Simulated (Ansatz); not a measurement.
`C[SiH]1SB1N` + H₂ → `C[SiH]1BS1` + NH₃ at 500 K and 1 bar (hydrogenolysis of a B–N bond).

Gas-phase electronic energies from Ansatz, PBE0-D4/def2-TZVP geometries. CBS: MP2 limit from def2 TZ/QZ plus the TZ coupled-cluster correction, frozen cores. This one scheme is used for every species. One conformer a species, not always the lowest.

```csv
species,CCSD(T)/CBS energy (Eh),H − E (kJ/mol),S (J/(mol·K))
`C[SiH]1SB1N`,-808.09661,255.8,413.8
H₂,-1.17544,41.0,145.5
`C[SiH]1BS1`,-752.73177,196.7,373.0
NH₃,-56.50880,108.2,211.8
```

H − E and S are ideal-gas, rigid-rotor, harmonic terms from PBE0-D4/def2-TZVP, for one conformer and one mirror image of each species. The MP2-based limit puts H₂ 0.8 mEh under its directly extrapolated value; such offsets cancel only in part. 1 Eh = 2625.50 kJ/mol, R = 8.31446 J/(mol·K).

**Question.** By hand: ΔE, ΔH, ΔS and ΔG.

**Answer.** ΔE = (-752.73177) + (-56.50880) − (-808.09661) − (-1.17544) = 0.03148 Eh = 82.7 kJ/mol. Δ(H − E) = 196.7 + 108.2 − 255.8 − 41.0 = 8.1, so ΔH = 90.8 kJ/mol. ΔS = 373.0 + 211.8 − 413.8 − 145.5 = 25.5 J/(mol·K). ΔG = 90.8 − 500 × (25.5)/1000 = 78.0 kJ/mol.

**Question.** By hand: the equilibrium constant, and the temperature at which ΔG would vanish if ΔH and ΔS stayed fixed.

**Answer.** log₁₀ K = −ΔG/(RT ln 10) = -8.1. ΔG = 0 at ΔH/ΔS = 3561 K, far beyond where these terms or the molecules hold.

ΔH outweighs TΔS. A doubt of 5 kJ/mol in ΔE shifts log₁₀ K by 0.5 here. Other conformers and mirror images would add mixing entropy, several J/(mol·K) or more a flexible species. These are equilibria of isolated gas molecules and say nothing of rates. Largest T1 diagnostic: 0.015 (customary marks: 0.02 for closed shells, 0.045 for open ones).
